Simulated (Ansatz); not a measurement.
A run of Ansatz (development build ahead of 0.2.0) on singlet H10 at this shape:

```xyz
10

H     1.6222    0.0002    0.0089
H     1.3178    0.9534   -0.0081
H     0.4962    1.5428    0.0083
H    -0.4940    1.5489   -0.0017
H    -1.3077    0.9618    0.0050
H    -1.6266    0.0081   -0.0019
H    -1.3103   -0.9560    0.0060
H    -0.4912   -1.5392    0.0060
H     0.5032   -1.5505    0.0097
H     1.3187   -0.9578   -0.0002
```

Its results:

| Quantity | Value |
| --- | --- |
| Converged | yes |
| Total energy | -5.40182 hartree |
| Spin squared of the determinant | 0.000 |

Task: Which input gives this output? Name the method, the orbitals and the basis set, and write the input.

Result: RHF in def2-TZVP. An unrestricted run that stays on the closed shell gives the same numbers.

```yaml
crystal:
  periodic: [false, false, false]
  atoms:
    - { symbol: H, position_ang: [1.62225, 0.00023, 0.00887] }
    - { symbol: H, position_ang: [1.31778, 0.95343, -0.00808] }
    - { symbol: H, position_ang: [0.49621, 1.54282, 0.00828] }
    - { symbol: H, position_ang: [-0.49404, 1.54891, -0.00168] }
    - { symbol: H, position_ang: [-1.30771, 0.96183, 0.00499] }
    - { symbol: H, position_ang: [-1.62663, 0.00812, -0.00191] }
    - { symbol: H, position_ang: [-1.31032, -0.95602, 0.00602] }
    - { symbol: H, position_ang: [-0.49124, -1.53917, 0.00605] }
    - { symbol: H, position_ang: [0.50322, -1.5505, 0.00971] }
    - { symbol: H, position_ang: [1.31871, -0.95781, -0.00023] }
basis:
  gaussian: { orbitals: def2-TZVP }
hamiltonian:
  xc: hf
```

Caution: stretched shape with no unrestricted run beside it, a lower state can exist.
